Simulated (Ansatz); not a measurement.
System: selenophen-3-ol, C$_{4}$H$_{4}$OSe, charge 0, multiplicity 1. 
Coordinates optimised at B3LYP-D3(BJ)/def2-TZVP (Ansatz, a quantum-chemistry and plane-wave program):
```xyz
10

O      2.6561    -0.8820     0.0764
C      1.3229    -0.5798     0.0452
C      0.2909    -1.5727     0.0837
C     -0.9716    -1.0782     0.0436
Se    -0.9797     0.7858    -0.0517
C      0.8887     0.7063    -0.0256
H      2.7672    -1.8370     0.1264
H      0.5055    -2.6332     0.1404
H     -1.8927    -1.6364     0.0613
H      1.4980     1.5927    -0.0637
```
Charge 0, spin multiplicity 1.

Total electronic energies in hartree. Valence correlation only, unless marked. Spin-orbit coupling is left out. The frozen core is the preceding noble-gas configuration, with the filled d and f shells of earlier blocks. No relativistic terms. Basis-set limits of correlation are two-point, X^-3; Hartree-Fock from the larger set.

The Hartree-Fock reference is unstable (checked in the largest basis), which strains HF and MP2. 

```csv
level,program,energy (Eh)
HF/6-31G*,Ansatz,-2628.15715
PBE-D4/def2-TZVPD,Ansatz + dftd4,-2631.05251
revPBE-D3(BJ)/def2-TZVPD,Ansatz + dftd3,…
B3LYP-D3(BJ)/def2-TZVPD,Ansatz + dftd3,-2631.72676
PBE0-D3(BJ)/def2-TZVP,Ansatz + dftd3,-2631.13288
CAM-B3LYP-D3(BJ)/def2-TZVPD,Ansatz + dftd3,-2631.69011
LC-wPBE-D3(BJ)/def2-TZVPD,Ansatz + dftd3,-2631.19146
LC-wPBE/def2-TZVPD,Ansatz,-2631.18166
B2GP-PLYP-D3(BJ)/def2-TZVPD,Ansatz + dftd3,-2630.88715
MP2/cc-pVDZ,Ansatz,-2629.27952
"RI-MP2/CBS(aug-cc-pVTZ,aug-cc-pVQZ)",Ansatz,-2629.7693
SCS-MP2/6-31G*,Ansatz,-2628.93260
"CCSD/CBS(cc-pVTZ,cc-pVQZ)",Ansatz,-2629.7660
CCSD(T)/aug-cc-pVTZ,Ansatz,-2629.71825
"CCSD(T)/CBS(aug-cc-pVTZ,aug-cc-pVQZ)",Ansatz,-2629.8305
```

Q: Some entries are withheld; supply them.

A: 
- revPBE-D3(BJ)/def2-TZVPD, energy (Eh): -2631.43874
